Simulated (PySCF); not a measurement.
PySCF 2.14 output of an unrestricted r2SCAN calculation on a single atom or ion in aug-cc-pCVQZ-DK, with scalar relativity by spin-free X2C-1e:

```
SCF conv_tol = 1e-09
number electrons alpha = 8  beta = 6
    J. W. Furness, A. D. Kaplan, J. Ning, J. P. Perdew, and J. Sun.,  J. Phys. Chem. Lett. 11, 8208-8215 (2020)
    J. W. Furness, A. D. Kaplan, J. Ning, J. P. Perdew, and J. Sun.,  J. Phys. Chem. Lett. 11, 9248-9248 (2020)
    J. W. Furness, A. D. Kaplan, J. Ning, J. P. Perdew, and J. Sun.,  J. Phys. Chem. Lett. 11, 8208-8215 (2020)
    J. W. Furness, A. D. Kaplan, J. Ning, J. P. Perdew, and J. Sun.,  J. Phys. Chem. Lett. 11, 9248-9248 (2020)
cycle= 1 E= -289.958125130231  delta_E= -0.00726  |g|= 0.0135  |ddm|=  1.1
cycle= 2 E= -289.958308839476  delta_E= -0.000184  |g|= 0.00306  |ddm|= 0.0598
cycle= 3 E= -289.958323021205  delta_E= -1.42e-05  |g|= 0.000977  |ddm|= 0.0119
cycle= 4 E= -289.958323685501  delta_E= -6.64e-07  |g|= 0.000422  |ddm|= 0.0124
cycle= 5 E= -289.958323722756  delta_E= -3.73e-08  |g|= 3.71e-05  |ddm|= 0.00322
cycle= 6 E= -289.9583237241  delta_E= -1.34e-09  |g|= 4.22e-06  |ddm|= 0.000181
cycle= 7 E= -289.958323724126  delta_E= -2.62e-11  |g|= 4.81e-07  |ddm|= 5e-05
converged SCF energy = -289.958323724126  <S^2> = 2.0099236  2S+1 = 3.0066085
```

The run itself started from symmetry-adapted Hartree-Fock orbitals and held the occupation by maximum overlap, on a logarithmic radial grid, so the iterations belong to that start.

Question: Which element, charge and spin multiplicity is this?

Answer: Si (silicon, neutral), multiplicity 3; the state was [Ne] 3s2 3p2, high-spin 3P determinant.
